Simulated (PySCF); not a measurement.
B(H)3(CO), CH3BO, singlet (PBE0/def2-SVP optimised geometry):

```
6

B     -0.363    -0.178     0.000
H      0.857    -0.178     0.000
H     -0.857    -0.938    -0.818
H     -0.857     0.938     0.000
O     -1.031    -1.203     2.352
C     -0.746    -0.766     1.348
```

Level of theory: PBE0/def2-TZVP in PySCF.

**Question.** What are the frontier orbital energies and the dipole moment?

**Answer.** HOMO-2 -11.24 eV, HOMO-1 -9.56 eV, HOMO -9.56 eV, LUMO -1.43 eV, LUMO+1 -1.43 eV; dipole moment 1.37 D.

On the same geometry PBE/def2-TZVP run with PySCF gives HOMO-2 -9.69 eV, HOMO-1 -8.26 eV, HOMO -8.26 eV, LUMO -2.47 eV, LUMO+1 -2.47 eV; dipole moment 1.25 D.

Meta-Löwdin charges at PBE0/def2-TZVP: B1 -0.59, H2 0.06, H3 0.06, H4 0.06, O5 -0.15, C6 0.55.
